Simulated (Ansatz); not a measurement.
Basis-set extrapolation for C$_{2}$H$_{8}$O$_{2}$Si$_{2}$, SMILES `O[SiH](O)/C=C/[SiH3]` (PBE0-D4/def2-TZVP geometry, frozen core, the Gaussian-basis code of Ansatz). Multiplicity 1, RHF reference.

```tsv
	def2-TZVPP	def2-QZVPP
HF	-808.199506	-808.228908
MP2 correlation	-1.045852	-1.124810
CCSD(T) correlation	-1.139216	not run
```

Energies in hartree. Use E(X) = E(∞) + A·exp(−7.88·√X) for Hartree–Fock and E(X) = E(∞) + B·X^(−2.97) for correlation, with X = 3 and 4, and add CCSD(T) minus MP2 of the smaller set to the MP2 limit.

Problem. What is the CCSD(T) energy at the basis-set limit?

Solution. HF limit: -808.228908 + (-0.029402) × 0.13774 = -808.23296. MP2 limit: -1.124810 + (-0.078958) × 0.74074 = -1.18330. Higher-order term: -1.139216 − (-1.045852) = -0.09336. Total: -809.50962 hartree, 448.7 kJ/mol below CCSD(T)/def2-TZVPP.
